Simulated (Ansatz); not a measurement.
Total energies of C₂H₆FSi, SMILES `C[Si](C)F` radical.

Z-matrix (Å, degrees):
```
C
Si 1 1.868
H 1 1.091 2 111.3
H 1 1.095 2 109.9 3 120.1
H 1 1.093 2 110.4 3 -120.3
C 2 1.868 1 112.3 3 -178.2
F 2 1.614 1 107.4 3 -60.4
H 6 1.091 2 111.3 1 177.8
H 6 1.093 2 110.5 1 -61.9
H 6 1.095 2 110.0 1 57.8
```

Total charge 0; spin multiplicity 2. The structure was optimised at the PBE0-D4/def2-TZVP level. Basis def2-TZVPP, Ansatz 0.2.0.

RPA on PBE orbitals: Hartree–Fock energy of these orbitals -467.68911 Eh, correlation -1.17599 Eh (frozen core).

```csv
functional,energy without D4 (Eh),D4 term (kJ/mol)
LDA (SPW92),-466.71493,–
revPBE,-469.16058,-54.1
PBE0,-468.96472,-14.2
r2SCANh,-469.15777,-4.3
HSE06 (plane-wave form),-468.94886,-13.2
BHLYP,-469.19574,-20.4
LC-ωPBE,-469.09073,–
ωB97X-V,-469.17567,–
B2PLYP,-469.03028,–
PBE-QIDH,-468.85752,–
```

**Question.** Give the same for PBE, BLYP, r2SCAN, B97M-V, B3LYP, r2SCAN0, CAM-B3LYP, ωB97M-V. (An estimate is asked.)

**Answer.** Ansatz gave: 
| functional | energy without D4 (Eh) | D4 term (kJ/mol) |
| --- | --- | --- |
| PBE | -468.91984 | -17.0 |
| BLYP | -469.22172 | -37.9 |
| r2SCAN | -469.16714 | -4.1 |
| B97M-V | -469.17205 | – |
| B3LYP | -469.30975 | -27.4 |
| r2SCAN0 | -469.14459 | -4.8 |
| CAM-B3LYP | -469.21880 | -14.3 |
| ωB97M-V | -469.18192 | – |

B3LYP takes the VWN-RPA correlation (the form of Gaussian; ORCA's B3LYP/G). HSE06 is the plane-wave form, built on full-range PBE exchange. The double hybrids freeze the cores in their second-order part.

LC-ωPBE has ω = 0.4 bohr⁻¹.
